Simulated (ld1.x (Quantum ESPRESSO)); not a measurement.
**What one change does to a pseudopotential (lead (Pb), TM semilocal)**

| Quantity | Value |
| --- | --- |
| Element | lead |
| Generator | ld1.x (Quantum ESPRESSO) 7.5 |
| Type | norm-conserving Troullier–Martins (semilocal form) |
| Functional | PBE |
| Relativity | scalar-relativistic |
| Frozen core | [Xe] 4f14 5d10 |
| Valence charge | 4 |
| Reference configuration | 6s2 6p2 |
| Partial waves | 6s (bound): rc 2.10 bohr; 6p (bound): rc 2.35 bohr |
| Local potential | the p channel |
| Core correction | a·sin(br)/r model core inside 1.70 bohr |

All-electron outer shells of the reference configuration (PBE, scalar-relativistic, ld1.x):

```tsv
shell	level (eV)	outermost node (bohr)	outermost maximum (bohr)
5p	-85.83	0.49	0.88
5d	-21.18	0.52	1.07
6s	-12.04	1.01	1.95
6p	-3.50	1.18	2.67
```

Change: wave 6p (bound): rc 2.35 bohr becomes 6p (bound): rc 2.12 bohr.

Cutoffs: the cutoffs (Ry, on a coarse ladder) from which the occupation-weighted sum of valence levels, in a spherical-Bessel basis at the reference potential, stays within 10 and 1 mRy of its value at 400 Ry; they do not see the model core or the augmentation charge, which bear on the density cutoff. Errors are all-electron minus pseudo energies relative to the spin-unpolarised reference configuration.

Task: Predict the effect on cutoff, ghosts and configuration errors.

Result: The potential gets harder (21 Ry and 35 Ry → 25 Ry and 45 Ry); the errors of the 7 common tests hardly move; neither file shows a bound ghost. A smaller radius makes the pseudo-wave follow the all-electron one further in, where it bends more sharply, so more plane waves are needed. A semilocal file is local in each channel, so a ghost entry of none says nothing of the separable form that plane-wave codes build from it.

| quantity | base | changed |
| --- | --- | --- |
| cutoff, loose | 21 Ry | 25 Ry |
| cutoff, tight | 35 Ry | 45 Ry |
| bound ghosts | none | none |
| error for 6s2 6p1, meV [ΔE 6.58 eV] | -18 | -18 |
| error for 6s2 6p0, meV [ΔE 20.02 eV] | -120 | -121 |
| error for 6s1 6p0, meV [ΔE 52.43 eV] | -610 | -616 |
| error for 6s1 6p3, meV [ΔE 8.74 eV] | -40 | -37 |
| error for 6s0 6p4, meV [ΔE 17.83 eV] | -156 | -141 |
| error for 6s2 6p2.3, meV [ΔE -0.80 eV] | 0.0 | 0.0 |
| error for 6s1 6p2, meV [ΔE 16.10 eV] | -89 | -85 |
